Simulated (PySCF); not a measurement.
A PySCF script (with the pyscf-properties extension) for the NMR shieldings of SMILES c1cc(C=C)[s+]cc1, [C₇H₇S]+, on a GFN2-xTB geometry:

```python
import basis_set_exchange as bse
import numpy as np
from pyscf import gto, dft
from pyscf.prop import nmr

atoms = """
C    -2.907067    0.521382   -0.373898
C    -1.938127   -0.396804   -0.409241
C    -0.525857   -0.124444   -0.284106
C     0.403841   -1.160490   -0.332397
C     1.771964   -0.998000   -0.222713
C     2.381378    0.248011   -0.047940
C     1.662473    1.408017    0.027140
S    -0.026483    1.509306   -0.076944
H    -2.713950    1.574591   -0.244967
H    -3.940022    0.237242   -0.475266
H    -2.192286   -1.440052   -0.540010
H     0.016462   -2.161942   -0.465480
H     2.401035   -1.874466   -0.274807
H     3.457755    0.300062    0.031341
H     2.144470    2.365577    0.161721
"""
names = dict.fromkeys(["C", "S", "H"], "pcSseg-1")
basis = {el: gto.basis.parse(bse.get_basis(n, elements=[el], fmt="nwchem")) for el, n in names.items()}
mol = gto.M(atom=atoms, basis=basis, charge=1, verbose=0)
mf = dft.RKS(mol, xc="PBE0")
mf.grids.level = 2
mf.grids.alignment = dft.numint.BLKSIZE   # the property module wants whole blocks of grid points
mf.conv_tol = 1e-9
mf.kernel()

calc = nmr.RKS(mf)   # GIAO
C = mf.mo_coeff
Co = C[:, mf.mo_occ > 0]
resp = mf.gen_response(singlet=True, hermi=2)
def vind(x):   # induced exchange potential for any number of trial vectors
    d = np.einsum("pi,xij,qj->xpq", C, 2 * x.reshape(-1, C.shape[1], Co.shape[1]), Co, optimize=True)
    return np.einsum("xpq,pi,qj->xij", resp(d - d.transpose(0, 2, 1)), C, Co, optimize=True).ravel()
mo1, _ = nmr.rhf.solve_mo1(calc, with_cphf=vind)
sigma = calc.kernel(mo1)
for i, s in enumerate(sigma):   # ppm
    print("%2d %-2s %9.2f" % (i, mol.atom_pure_symbol(i), np.trace(s) / 3))
```

**Question.** What are the results?

**Answer.** 
```
 0 C      35.59
 1 C      46.40
 2 C       5.47
 3 C      45.58
 4 C      27.75
 5 C      46.50
 6 C      24.12
 7 S     190.80
 8 H      23.67
 9 H      24.27
10 H      24.21
11 H      23.18
12 H      22.66
13 H      22.94
14 H      22.24
```

These numbers come from an equivalent density-fitted implementation of the same equations, which agrees with the script to about 0.01 ppm for H and up to a few tenths of a ppm for heavy atoms, so last digits may differ.

**Question.** Turn these shieldings into chemical shifts. References, each an isolated molecule treated in the same way: TMS for 13C (σ = 186.93 ppm) and 1H (σ = 31.72 ppm); 33S (σ = 503.73 ppm) against CS2.

**Answer.** Averaging equivalent atoms: C 2: 181.5; C 6: 162.8; C 4: 159.2; C 0: 151.3; C 3: 141.3; C 1: 140.5; C 5: 140.4; S 7: 313; H 14: 9.48; H 12: 9.06; H 13: 8.77; H 11: 8.54; H 8: 8.05; H 10: 7.51; H 9: 7.45 ppm. 

Size and cost of the density-fitted run: 178 basis functions, 30 s wall time on 1 thread of an Arm Neoverse V1, shared host; peak memory 0.86 GiB.
